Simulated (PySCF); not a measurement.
# ZrF: frontier orbitals

r²SCAN at R = 1.885 Å; basis Zr def2-TZVPPD with ECP28, F def2-TZVPPD; scalar-relativistic core potentials; PySCF 2.14. State: ⁴Σ⁻ (quartet), unpaired electrons σ ↑, δ ↑↑. Only the outer orbitals are listed, counted within each symmetry, core potentials removing the inner ones.

```json
{"spin": "α", "orbital": "4σ", "occ.": "1", "ε (eV)": "-28.67", "on Zr (%)": "20", "main shells (%)": "80 F s, 17 Zr p"}
{"spin": "α", "orbital": "5σ", "occ.": "1", "ε (eV)": "-10.37", "on Zr (%)": "13", "main shells (%)": "85 F p, 11 Zr d"}
{"spin": "α", "orbital": "2π", "occ.": "1", "ε (eV)": "-9.88", "on Zr (%)": "8", "main shells (%)": "92 F p"}
{"spin": "α", "orbital": "2π", "occ.": "1", "ε (eV)": "-9.88", "on Zr (%)": "8", "main shells (%)": "92 F p"}
{"spin": "α", "orbital": "6σ", "occ.": "1", "ε (eV)": "-4.66", "on Zr (%)": "100", "main shells (%)": "82 Zr s, 14 Zr d"}
{"spin": "α", "orbital": "1δ", "occ.": "1", "ε (eV)": "-3.31", "on Zr (%)": "100", "main shells (%)": "100 Zr d"}
{"spin": "α", "orbital": "1δ", "occ.": "1", "ε (eV)": "-3.31", "on Zr (%)": "100", "main shells (%)": "100 Zr d"}
{"spin": "α", "orbital": "3π", "occ.": "0", "ε (eV)": "-2.39", "on Zr (%)": "96", "main shells (%)": "71 Zr d, 24 Zr p"}
{"spin": "α", "orbital": "3π", "occ.": "0", "ε (eV)": "-2.39", "on Zr (%)": "96", "main shells (%)": "71 Zr d, 24 Zr p"}
{"spin": "α", "orbital": "7σ", "occ.": "0", "ε (eV)": "-1.96", "on Zr (%)": "91", "main shells (%)": "52 Zr d, 30 Zr p, 8 Zr s"}
{"spin": "β", "orbital": "1π", "occ.": "1", "ε (eV)": "-31.01", "on Zr (%)": "100", "main shells (%)": "100 Zr p"}
{"spin": "β", "orbital": "1π", "occ.": "1", "ε (eV)": "-31.01", "on Zr (%)": "100", "main shells (%)": "100 Zr p"}
{"spin": "β", "orbital": "4σ", "occ.": "1", "ε (eV)": "-28.62", "on Zr (%)": "24", "main shells (%)": "76 F s, 21 Zr p"}
{"spin": "β", "orbital": "5σ", "occ.": "1", "ε (eV)": "-10.34", "on Zr (%)": "11", "main shells (%)": "87 F p, 8 Zr d"}
{"spin": "β", "orbital": "2π", "occ.": "1", "ε (eV)": "-9.92", "on Zr (%)": "7", "main shells (%)": "93 F p"}
{"spin": "β", "orbital": "2π", "occ.": "1", "ε (eV)": "-9.92", "on Zr (%)": "7", "main shells (%)": "93 F p"}
{"spin": "β", "orbital": "6σ", "occ.": "0", "ε (eV)": "-1.69", "on Zr (%)": "107", "main shells (%)": "98 Zr s, 9 Zr p"}
{"spin": "β", "orbital": "3π", "occ.": "0", "ε (eV)": "-0.73", "on Zr (%)": "96", "main shells (%)": "86 Zr d, 10 Zr p"}
{"spin": "β", "orbital": "3π", "occ.": "0", "ε (eV)": "-0.73", "on Zr (%)": "96", "main shells (%)": "86 Zr d, 10 Zr p"}
```

Q: Which are the highest filled and the lowest empty level, where do they sit, and how wide is the gap?

A: Highest filled α 1δ at -3.31 eV (in %: 100 Zr d); lowest empty α 3π at -2.39 eV (in %: 71 Zr d, 24 Zr p); the gap at r²SCAN is 0.92 eV.

```json
{
  "bond order (Mayer)": "1.07",
  "⟨S²⟩": "3.755",
  "charge on Zr (Mulliken, basis-dependent)": "0.42",
  "charge on Zr (Löwdin, basis-dependent)": "0.35",
  "dipole moment (positive dipole means Zr(−)F(+))": "-3.35 D"
}
```

Shares are Mulliken populations and can fall outside 0 to 100 %.

Spin–orbit coupling is left out. With d or f electrons several states lie close, and the lowest PBE0 determinant need not be the measured ground state.
